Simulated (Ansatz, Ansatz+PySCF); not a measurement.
```xyz
5

B    -0.0896    0.1995    0.0537
H     0.8443   -3.0988   -1.0467
H     0.5471    1.1081   -0.3582
H     0.4834   -0.5244    0.7778
H    -1.1590    0.5669    0.2490
```

Basis set: def2-SVP (spherical functions). Correlated methods keep 1 orbital frozen. Charge 0, multiplicity 2.

Computed with Ansatz (development build ahead of 0.2.0); each method stands on the lowest determinant of its kind that the runs found.

Task: Give the atomization energy at this shape (free ground-state atoms in the same class of orbitals less the molecule, no zero-point energy) of doublet BH₄ in separate pieces by UHF-MP2, UHF.

Result:

```csv
method,atomization energy
UHF-MP2,1076.3 kJ/mol
UHF,926.2 kJ/mol
```

Caution: the shape is not the minimum.
